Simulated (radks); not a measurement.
Results of a calculation; reference values are marked as such.
The nuclear charge of the helium ion He+ is varied continuously with 1 electrons held in 1s1. Code: a radial shooting solver on a logarithmic mesh with Libxc functionals. Model: scalar-relativistic Kohn-Sham, r2SCAN, spin-unpolarised, spherical densities, finite nucleus; meta-GGA in the generalised Kohn-Sham scheme; Gaussian nuclear charge, rms radius 1.6755 fm; without spin polarisation the odd electron is poorly described. By the Hellmann-Feynman theorem dE/dZ = E(electron-nucleus)/Z, the electronic potential at the nucleus (averaged over a nucleus of fixed radius). The scalar-relativistic energy here is not variational (the density holds large components alone), so the two differ by a part that grows with Z.

Z    E (hartree)  E(electron-nucleus)/Z (hartree)  HOMO  e(HOMO) (eV)  <r> HOMO (bohr)
1.5     -1.04662                         -1.43674    1s       -19.711            1.059
1.6     -1.19528                         -1.53655    1s       -23.136           0.9896
1.7     -1.35393                         -1.63639    1s       -26.833           0.9284
1.8     -1.52256                         -1.73626    1s       -30.801           0.8744
1.9     -1.70118                         -1.83615    1s       -35.040           0.8263
2       -1.88979                         -1.93606    1s       -39.552           0.7832
2.1     -2.08840                         -2.03599    1s       -44.335           0.7444
2.2     -2.29699                         -2.13594    1s       -49.390           0.7092
2.3     -2.51558                         -2.23589    1s       -54.717           0.6772
2.4     -2.74417                         -2.33586    1s       -60.316           0.6480
2.5     -2.98276                         -2.43584    1s       -66.187           0.6211
2.6     -3.23134                         -2.53583    1s       -72.330           0.5965
2.7     -3.48993                         -2.63584    1s       -78.745           0.5736
2.8     -3.75851                         -2.73585    1s       -85.432           0.5525
2.9     -4.03710                         -2.83587    1s       -92.391           0.5329
3       -4.32568                         -2.93589    1s       -99.622           0.5146

The central difference of E at Z = 2 is -1.936 hartree, to compare with the third column; the second derivative is -0.999 hartree.
